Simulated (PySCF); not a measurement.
SMILES C(=O)(OC([CH]OC)C)C, doublet, GFN2-xTB optimised geometry.

```
20

C     -1.66     2.33    -0.41
O     -1.06     1.07    -0.58
C      0.17     0.91     0.00
C      0.73    -0.45     0.00
C      2.26    -0.45     0.00
O      0.27    -1.15     1.21
C      0.07    -2.46     1.13
C     -0.43    -3.00     2.45
O      0.26    -3.12     0.14
H     -1.06     3.12    -0.86
H     -1.81     2.56     0.66
H     -2.63     2.28    -0.90
H      0.51     1.65     0.70
H      0.34    -1.02    -0.85
H      2.62     0.05    -0.89
H      2.62    -1.47     0.00
H      2.63     0.06     0.88
H     -1.14    -2.31     2.89
H      0.42    -3.11     3.12
H     -0.89    -3.97     2.29
```

Density from unrestricted PBE0/def2-SVP (PySCF) at that geometry.

Minimum of the electron density along straight lines between bonded atoms, close to the bond critical point (lines longer than 1.1 times the sum of covalent radii, or with two minima, are not listed):

| bond | length / Å | ρ at the minimum / e bohr⁻³ | ∇²ρ there / e bohr⁻⁵ | position (fraction from the first atom) |
|---|---|---|---|---|
| C1–O2 | 1.403 | 0.258 | -0.33 | 0.34 |
| O2–C3 | 1.363 | 0.278 | -0.11 | 0.67 |
| C3–C4 | 1.473 | 0.275 | -0.68 | 0.50 |
| C4–C5 | 1.525 | 0.248 | -0.58 | 0.51 |
| C4–O6 | 1.469 | 0.222 | -0.34 | 0.36 |
| O6–C7 | 1.330 | 0.309 | -0.32 | 0.67 |
| C7–C8 | 1.510 | 0.257 | -0.63 | 0.52 |
| C7–O9 | 1.203 | 0.420 | 0.33 | 0.33 |
| C1–H10 | 1.096 | 0.279 | -1.05 | 0.63 |
| C1–H11 | 1.095 | 0.279 | -1.05 | 0.63 |
| C1–H12 | 1.089 | 0.285 | -1.11 | 0.64 |
| C3–H13 | 1.078 | 0.284 | -1.08 | 0.64 |
| C4–H14 | 1.096 | 0.284 | -1.11 | 0.65 |
| C5–H15 | 1.086 | 0.277 | -1.02 | 0.63 |
| C5–H16 | 1.087 | 0.278 | -1.03 | 0.63 |
| C5–H17 | 1.087 | 0.276 | -1.01 | 0.63 |
| C8–H18 | 1.086 | 0.277 | -1.03 | 0.63 |
| C8–H19 | 1.088 | 0.274 | -1.00 | 0.63 |
| C8–H20 | 1.086 | 0.279 | -1.04 | 0.63 |
